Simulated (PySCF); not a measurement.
Spinor energies of Ta⁺ (tantalum, charge +1)

Start: [Xe] 4f14 5d3 6p1; 5d5/2 filled at m_j = +1/2, +3/2, +5/2; 6p3/2 filled at m_j = +3/2. Calculated with PySCF 2.14 in x2c-TZVPall-2c with one added diffuse shell each of s, p, d type (12s12p11d2f, 117 functions): generalised Hartree-Fock with the X2C-1e Hamiltonian and a Gaussian nucleus; spin-orbit coupling (SO) screened by Boettger's factors. This is a chosen level, not necessarily the ground level.

```json
{"spinor shell": "1s1/2", "electrons": "2", "ε, screened SO (eV)": "-67764.5", "weight of nominal j (screened SO)": "1.000", "rms radius, screened SO (bohr)": "0.0211"}
{"spinor shell": "2s1/2", "electrons": "2", "ε, screened SO (eV)": "-11786.9", "weight of nominal j (screened SO)": "1.000", "rms radius, screened SO (bohr)": "0.0853"}
{"spinor shell": "2p1/2", "electrons": "2", "ε, screened SO (eV)": "-11244.4", "weight of nominal j (screened SO)": "1.000", "rms radius, screened SO (bohr)": "0.0726"}
{"spinor shell": "2p3/2", "electrons": "4", "ε, screened SO (eV)": "-9968.6", "weight of nominal j (screened SO)": "1.000", "rms radius, screened SO (bohr)": "0.0799"}
{"spinor shell": "3s1/2", "electrons": "2", "ε, screened SO (eV)": "-2767.4", "weight of nominal j (screened SO)": "1.000", "rms radius, screened SO (bohr)": "0.218"}
{"spinor shell": "3p1/2", "electrons": "2", "ε, screened SO (eV)": "-2526.6", "weight of nominal j (screened SO)": "1.000", "rms radius, screened SO (bohr)": "0.210"}
{"spinor shell": "3p3/2", "electrons": "4", "ε, screened SO (eV)": "-2247.1", "weight of nominal j (screened SO)": "1.000", "rms radius, screened SO (bohr)": "0.225"}
{"spinor shell": "3d3/2", "electrons": "4", "ε, screened SO (eV)": "-1845.2", "weight of nominal j (screened SO)": "1.000", "rms radius, screened SO (bohr)": "0.199"}
{"spinor shell": "3d5/2", "electrons": "6", "ε, screened SO (eV)": "-1784.8", "weight of nominal j (screened SO)": "1.000", "rms radius, screened SO (bohr)": "0.203"}
{"spinor shell": "4s1/2", "electrons": "2", "ε, screened SO (eV)": "-602.52", "weight of nominal j (screened SO)": "1.000", "rms radius, screened SO (bohr)": "0.488"}
{"spinor shell": "4p1/2", "electrons": "2", "ε, screened SO (eV)": "-501.94", "weight of nominal j (screened SO)": "1.000", "rms radius, screened SO (bohr)": "0.497"}
{"spinor shell": "4p3/2", "electrons": "4", "ε, screened SO (eV)": "-436.98", "weight of nominal j (screened SO)": "1.000", "rms radius, screened SO (bohr)": "0.530"}
{"spinor shell": "4d3/2", "electrons": "4", "ε, screened SO (eV)": "-271.16", "weight of nominal j (screened SO)": "1.000", "rms radius, screened SO (bohr)": "0.557"}
{"spinor shell": "4d5/2", "electrons": "6", "ε, screened SO (eV)": "-258.93", "weight of nominal j (screened SO)": "1.000", "rms radius, screened SO (bohr)": "0.569"}
{"spinor shell": "5s1/2", "electrons": "2", "ε, screened SO (eV)": "-95.649", "weight of nominal j (screened SO)": "1.000", "rms radius, screened SO (bohr)": "1.19"}
{"spinor shell": "5p1/2", "electrons": "2", "ε, screened SO (eV)": "-63.682", "weight of nominal j (screened SO)": "0.971", "rms radius, screened SO (bohr)": "1.32"}
{"spinor shell": "5p3/2", "electrons": "4", "ε, screened SO (eV)": "-54.351", "weight of nominal j (screened SO)": "0.985", "rms radius, screened SO (bohr)": "1.42"}
{"spinor shell": "4f5/2", "electrons": "6", "ε, screened SO (eV)": "-50.094", "weight of nominal j (screened SO)": "0.991", "rms radius, screened SO (bohr)": "0.702"}
{"spinor shell": "4f7/2", "electrons": "8", "ε, screened SO (eV)": "-48.153", "weight of nominal j (screened SO)": "0.994", "rms radius, screened SO (bohr)": "0.706"}
{"spinor shell": "5d5/2", "electrons": "3", "ε, screened SO (eV)": "-17.477", "weight of nominal j (screened SO)": "0.679", "rms radius, screened SO (bohr)": "2.24"}
{"spinor shell": "6p3/2", "electrons": "1", "ε, screened SO (eV)": "-9.608", "weight of nominal j (screened SO)": "1.000", "rms radius, screened SO (bohr)": "4.40"}
```

```json
{"quantity": "E (hartree)", "screened SO": "-15609.91786"}
{"quantity": "M_J", "screened SO": "6"}
{"quantity": "⟨J²⟩", "screened SO": "42.010"}
{"quantity": "⟨L²⟩", "screened SO": "20.786"}
{"quantity": "⟨S²⟩", "screened SO": "5.863"}
```

Each row is a mean over spinors that exchange with the open shell spreads, by up to 5.758 eV (5p3/2).

Rows whose weight is well below 1 are mixtures of j = l ± 1/2: exchange outweighs spin-orbit coupling there, and the label is only the starting occupation.

Breit and QED terms are absent; they matter most for the inner s and p1/2 levels.

Densities and radii are taken from the X2C orbitals without a picture-change correction, which distorts them close to the nucleus.
